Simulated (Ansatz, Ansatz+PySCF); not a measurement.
```csv
atom,x (Å),y (Å),z (Å)
H,0.0000,0.0000,-0.3804
H,0.0000,0.0000,0.3804
H,10.0000,0.0000,-0.3804
H,10.0000,0.0000,0.3804
```

Basis set: cc-pVDZ (spherical functions). All electrons are correlated. Charge 0, multiplicity 1.

Computed with Ansatz (development build ahead of 0.2.0); each method stands on the lowest determinant of its kind that the runs found. Restricted open shells among the atoms or ions are ROHF, correlated in semicanonical orbitals with singles. Restricted functionals stand beside restricted open-shell atoms, which can lie above the unrestricted atoms usual in DFT and then raise those values.

Question: Give the atomization energy at this shape (free ground-state atoms in the same class of orbitals less the molecule, no zero-point energy) of singlet H₄ in separate pieces by ωB97X (restricted), r²SCAN (restricted), RHF-CCSD(T), PBE0 (restricted), PBE (unrestricted), RHF-MP2, RHF.

Answer:

```
             method  atomization energy
 ωB97X (restricted)     207.82 kcal/mol
r²SCAN (restricted)     210.45 kcal/mol
        RHF-CCSD(T)     207.22 kcal/mol
  PBE0 (restricted)     204.61 kcal/mol
 PBE (unrestricted)     204.71 kcal/mol
            RHF-MP2     196.58 kcal/mol
                RHF     163.24 kcal/mol
```
